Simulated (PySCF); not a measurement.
A species of formula C5H5NO has this rotational fingerprint, computed with PBE0-D3(BJ)/def2-SVP geometry optimisation, gas phase in PySCF:

```
Rotational constants : A = 8094, B = 2091, C = 1700 MHz
Dipole components    : |μa| = 0.20 D, |μb| = 0.75 D, |μc| = 0.81 D
Inertial defect      : -6.90 u·Å²
κ                    : -0.88
```

Question: Which candidate fits, each taken in the one conformer that was computed?
A. pyridine-N-oxide (`[O-][n+]1ccccc1`)
B. `[CH2:1]=[N:2][c:3]1[cH:4][cH:5][o:6][cH:7]1` with C1–N2–C3–C4 -143°
C. `[OH:1][c:2]1[cH:3][cH:4][cH:5][cH:6][n:7]1` with H–O1–C2–C3 180°
D. `[OH:1][c:2]1[cH:3][cH:4][n:5][cH:6][cH:7]1` with H–O1–C2–C3 180°

Answer: B. It is C=Nc1ccoc1, an asymmetric top, point group C1. The candidates at the same level (rigid rotor, commonest isotopes):

```csv
SMILES,A (MHz),B (MHz),C (MHz),μa (D),μb (D),μc (D),Δ (u·Å²),point group,rotor
C=Nc1ccoc1,8094,2091,1700,0.20,0.75,0.81,-6.90,C1,asymmetric top
Oc1ccncc1,6008,2648,1838,2.50,1.37,0.00,0.00,Cs,asymmetric top
[O-][n+]1ccccc1,5932,2811,1907,3.73,0.00,0.00,0.00,C2v,asymmetric top
Oc1ccccn1,5855,2781,1885,0.98,0.33,0.00,0.00,Cs,asymmetric top
```

`Oc1ccccn1` has B 33 % too high; `[O-][n+]1ccccc1` has B 34 % too high; `Oc1ccncc1` has B 27 % too high. No structure here is proved a minimum.
